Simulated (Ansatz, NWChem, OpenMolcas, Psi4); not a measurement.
## Computed against measured: dipole moment

6 molecules with halogens; the dipole moment in D, computed less measured. Shapes, held fixed at every level: PBE0-D4/def2-TZVP. No vibrational averaging. Dipoles are compared by magnitude; molecules under 1 D, whose direction can flip, are left out. Programs: Ansatz 0.2.0, NWChem 7.3.0, OpenMolcas 26.06, Psi4 1.11. A level may come from different programs for different species; with the same settings they agree closely. Measured values: NIST CCCBDB.

Levels: A = HF/STO-3G; B = HF/def2-SVP; C = PBE/cc-pVDZ; D = r2SCAN-D4/def2-TZVPP.

```csv
molecule,measured,A,B,C,D
AsF3 (arsenic trifluoride),2.59,-1.32,+0.40,-0.41,-0.28
SCl2O2 (sulfuryl chloride),1.81,-1.37,+0.48,-0.62,-0.13
C2F3N (cyanotrifluoromethane),1.33,+0.08,-0.16,+0.11,+0.16
C2H3ClO (SMILES CC(=O)Cl),2.72,-0.09,+0.33,-0.15,+0.08
"C2H3F3 (1,1,1-trifluoroethane)",2.32,-0.74,+0.26,-0.38,-0.09
C3H5Cl (SMILES C/C=C/Cl),1.97,+0.46,+0.08,-0.18,-0.04
```

Task: Which level does best on this set, which worst, and which err to one side?

Result: 
```json
{"level": "HF/STO-3G", "kind": "Hartree–Fock", "mean error": "-0.497", "mean absolute error": "0.677", "worst case": "SCl2O2"}
{"level": "HF/def2-SVP", "kind": "Hartree–Fock", "mean error": "+0.232", "mean absolute error": "0.285", "worst case": "SCl2O2"}
{"level": "PBE/cc-pVDZ", "kind": "GGA", "mean error": "-0.272", "mean absolute error": "0.308", "worst case": "SCl2O2"}
{"level": "r2SCAN-D4/def2-TZVPP", "kind": "meta-GGA", "mean error": "-0.050", "mean absolute error": "0.130", "worst case": "AsF3"}
```

On this set r2SCAN-D4/def2-TZVPP has the smallest mean absolute error and HF/STO-3G the largest. HF/STO-3G is too low in 4 of 6; HF/def2-SVP is too high in 5 of 6; PBE/cc-pVDZ is too low in 5 of 6. The levels differ in basis as well as in method. The tabulated value of C2F3N is in doubt (older tables, estimates, or at odds with other calculations) and kept here. Over the 5 molecules whose values aren't doubted the mean absolute errors are A 0.796; B 0.310; C 0.348; D 0.124. Relativity is left out for As. The set is small.
